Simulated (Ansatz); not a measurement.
Two structures of GeH₆S, singlet, reached by relaxing down either side of one saddle point (PBE0-D4/def2-TZVP). Energies are electronic, without zero-point energy. Program: Ansatz 0.2.0. Basis: def2-TZVPP and def2-QZVPP. Cores are frozen in the correlated methods. Filled d shells of the heavier atoms are correlated. The def2 sets are not built for correlating such inner shells, so the correlated values are less sure here. Extrapolation: Hartree–Fock as exp(−7.88 √X), correlation as X^−2.97. First:

Ge1  (-0.967, -0.872, -0.598)
H2  (0.426, -0.764, -1.234)
H3  (-1.863, -1.728, -1.509)
H4  (-1.581, 0.526, -0.461)
H5  (-0.860, -1.537, 0.779)
H6  (2.353, 0.774, 0.870)
S7  (1.355, 1.347, 1.559)
H8  (1.137, 2.254, 0.595)
(Å)

Second:

```json
{"atom": "Ge1", "x (Å)": "-1.1014", "y (Å)": "-0.0391", "z (Å)": "0.2434"}
{"atom": "H2", "x (Å)": "2.3148", "y (Å)": "-1.4470", "z (Å)": "-1.1448"}
{"atom": "H3", "x (Å)": "-0.8224", "y (Å)": "-0.3367", "z (Å)": "-1.2373"}
{"atom": "H4", "x (Å)": "-2.4279", "y (Å)": "0.7231", "z (Å)": "0.3846"}
{"atom": "H5", "x (Å)": "-1.1321", "y (Å)": "-1.3346", "z (Å)": "1.0612"}
{"atom": "H6", "x (Å)": "2.1657", "y (Å)": "-0.8786", "z (Å)": "-0.6823"}
{"atom": "S7", "x (Å)": "0.5659", "y (Å)": "1.1463", "z (Å)": "1.1196"}
{"atom": "H8", "x (Å)": "0.4374", "y (Å)": "2.1666", "z (Å)": "0.2557"}
```

Which bonds change from the first to the second?

GeH₄ + H₂S → GeH₄S ([SH][GeH3]) + H₂; bonds formed: Ge1–S7, H2–H6; bonds broken: Ge1–H2, H6–S7.

Give the saddle point's structure and its height above each. (To be estimated.)

The calculation gives: 57.26 kcal/mol above the first and 62.05 kcal/mol above the second (CCSD(T) at an estimated basis limit (MP2 extrapolated from triple and quadruple zeta, plus CCSD(T) − MP2 in triple zeta)).
```
8
angstrom
Ge -0.7102 -0.4498 -0.1430
H 1.0127 -0.7126 -0.7156
H -1.0423 -0.9947 -1.5582
H -1.7364 0.6793 0.0855
H -0.7215 -1.5464 0.9192
H 1.2666 -0.0687 -0.0214
S 0.9888 1.0750 1.1947
H 0.9423 2.0180 0.2390
```

The T1 diagnostic stays at or below 0.015.

Labels in which every atom is bracketed show which atoms are joined, not bond orders.

For scale, one of the runs: CCSD(T)/def2-TZVPP, 174 basis functions, launched by `ansatz run in.yaml --threads 2 --pin off --events-out ev --progress --plain --max-ram 4352MiB`. Hardware: 2 CPU threads, shared host. Wall time 38 s; peak host memory 1.4 GiB.
